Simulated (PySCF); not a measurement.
**Trend along the chalcogens: MFe molecules**

PBE0 with triple-zeta basis sets in PySCF, for the lowest determinant that a PBE0 search found; no spin–orbit coupling. De refers to high-spin ground-configuration atoms. A positive dipole means M(−)Fe(+).

```csv
M,basis,state (unpaired electrons),Re (Å),ωe (cm⁻¹),De (eV),μ (D)
O,def2-TZVPP,"quintet (σ ↑, π ↑↑, δ ↑)",1.598,919,n/a,5.18
S,x2c-TZVPPall,"quintet (σ ↑, π ↑↑, δ ↑)",2.010,530,n/a,5.65
Se,def2-TZVPP,"quintet (σ ↑, π ↑↑, δ ↑)",2.152,385,n/a,5.81
```

The shortest bond is that of FeO (1.598 Å), the longest that of FeSe (2.152 Å).

The rows differ in basis set, which adds steps of its own.

Down a group the atoms grow and get heavier, so bonds lengthen and wavenumbers fall; this series shows no clear exception.

De is left out where the level can put another filling of the metal’s s and d shells below the measured ground configuration, by anything from nothing to about 1 eV. Spin–orbit coupling is left out. The state is the lowest single determinant that the PBE0 search found; with open d or f shells the true ground state can be another one.
